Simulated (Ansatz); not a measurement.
Two shapes of singlet GeH4.

Shape 1:

```xyz
5

Ge   -0.0356    0.0261    0.0235
H     0.8951    0.9195    0.9251
H     0.9254   -0.8554   -0.8820
H    -0.8425    0.9050   -0.8745
H    -0.9051   -0.8424    0.8751
```

Shape 2:

```xyz
5

Ge    0.0325    0.0762    0.0529
H     0.8106    0.8972    0.9441
H     1.0000   -0.8731   -0.8359
H    -0.8478    0.8438   -0.9395
H    -0.9366   -0.7663    0.9101
```

Basis set: 6-31G (spherical functions). Correlated methods keep 9 orbitals frozen. Charge 0, multiplicity 1.

Computed with Ansatz (development build ahead of 0.2.0); each method stands on the lowest determinant of its kind that the runs found.

**Question.** Which shape is lower in energy, and by how much in each method?

**Answer.**

| method | E(2) − E(1) (eV) |
| --- | --- |
| RHF | 0.100 |
| RHF-MP2 | 0.097 |

Shape 1 is lower.
